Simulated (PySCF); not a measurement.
bromine monochloride (BrCl), SMILES ClBr.

Geometry: PBE0-D3(BJ)/def2-TZVP.

Vertical ionisation energy (IE) and electron affinity (EA) in eV. Rows of orbital energies are one-electron estimates. Where ΔSCF, EOM or ADC give a negative EA the extra electron is unbound and the value depends on the basis.

```csv
level,IE,EA
"−ε(HOMO), −ε(LUMO), HF/def2-TZVPD (PySCF)",11.48,-0.23
"−ε(HOMO), −ε(LUMO), B3LYP/def2-TZVPD (PySCF)",8.13,3.66
EOM-CCSD/aug-cc-pVDZ (PySCF),10.85,0.88
ADC(2)/aug-cc-pVDZ (PySCF),…,…
```

Question: Complete the blanks. (An estimate is asked for; the answer gives what the named calculation found.)

Answer: 
- ADC(2)/aug-cc-pVDZ (PySCF), IE: 10.43
- ADC(2)/aug-cc-pVDZ (PySCF), EA: 1.03

Question: Beyond the first one, list the lowest photoelectron lines from ADC(2)/aug-cc-pVDZ (PySCF 2.14.0) with their pole strengths (two spins summed). (Estimate from the structure and the level; the computed values follow.)

Answer: 13.05 eV (1.77), 13.05 eV (1.77), 14.90 eV (1.82), 22.72 eV (0.91).
